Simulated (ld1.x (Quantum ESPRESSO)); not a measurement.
## Plane-wave convergence, TM potential for Mg (Z = 12)

| Property | Result |
| --- | --- |
| Element | magnesium |
| Generator | ld1.x (Quantum ESPRESSO) 7.5 |
| Type | norm-conserving Troullier–Martins (Kleinman–Bylander form) |
| Functional | PBE |
| Relativity | scalar-relativistic |
| Frozen core | [He] |
| Valence charge | 10 |
| Reference configuration | 2s2 2p6 3s2 3p0 |
| Partial waves | 2s (bound): rc 0.65 bohr; 2p (bound): rc 1.15 bohr |
| Local potential | the p channel |
| Core correction | none |

Occupied shells without a wave of their own: 3s. They enter only through the test configuration that unscreens the potential.

The pseudo-atom Hamiltonian at the reference potential is diagonalised in spherical Bessel functions j_l(qr) that vanish at 20 bohr, with q² up to the cutoff. All-electron valence levels (Ry): 2s -5.8685, 3s -0.3458, 2p -3.4261, 3p -0.0978.

Problem. How do the lowest levels (Ry) of each channel move with the cutoff, and are there ghosts?

Solution.

```json
{"cutoff (Ry)": "8", "s #1": "-4.3662", "s #2": "-0.2533", "p #1": "-0.4159", "p #2": "0.0088", "d #1": "0.0531", "d #2": "0.1353", "f #1": "0.1080", "f #2": "0.2297", "Σ f·Δε (mRy)": "21224.4"}
{"cutoff (Ry)": "18", "s #1": "-5.5041", "s #2": "-0.3191", "p #1": "-0.8386", "p #2": "-0.0172", "d #1": "0.0530", "d #2": "0.1351", "f #1": "0.1080", "f #2": "0.2297", "Σ f·Δε (mRy)": "16280.9"}
{"cutoff (Ry)": "35", "s #1": "-5.6568", "s #2": "-0.3276", "p #1": "-1.8843", "p #2": "-0.0581", "d #1": "0.0530", "d #2": "0.1351", "f #1": "0.1080", "f #2": "0.2297", "Σ f·Δε (mRy)": "9684.0"}
{"cutoff (Ry)": "55", "s #1": "-5.6818", "s #2": "-0.3281", "p #1": "-2.8203", "p #2": "-0.0808", "d #1": "0.0530", "d #2": "0.1350", "f #1": "0.1080", "f #2": "0.2297", "Σ f·Δε (mRy)": "4017.5"}
{"cutoff (Ry)": "90", "s #1": "-5.7900", "s #2": "-0.3304", "p #1": "-3.3732", "p #2": "-0.0919", "d #1": "0.0530", "d #2": "0.1350", "f #1": "0.1080", "f #2": "0.2297", "Σ f·Δε (mRy)": "478.4"}
{"cutoff (Ry)": "140", "s #1": "-5.8564", "s #2": "-0.3325", "p #1": "-3.4251", "p #2": "-0.0932", "d #1": "0.0530", "d #2": "0.1350", "f #1": "0.1080", "f #2": "0.2297", "Σ f·Δε (mRy)": "30.6"}
{"cutoff (Ry)": "230", "s #1": "-5.8621", "s #2": "-0.3328", "p #1": "-3.4258", "p #2": "-0.0933", "d #1": "0.0530", "d #2": "0.1350", "f #1": "0.1080", "f #2": "0.2297", "Σ f·Δε (mRy)": "14.1"}
{"cutoff (Ry)": "400", "s #1": "-5.8684", "s #2": "-0.3331", "p #1": "-3.4260", "p #2": "-0.0933", "d #1": "0.0530", "d #2": "0.1350", "f #1": "0.1080", "f #2": "0.2297", "Σ f·Δε (mRy)": "0.0"}
```

Result: no extra level below or beside the all-electron valence levels (s, p, d, f tested); 10 mRy is reached at 260 Ry and 1 mRy at over 300 Ry.

Its largest configuration-test error is +668 meV.
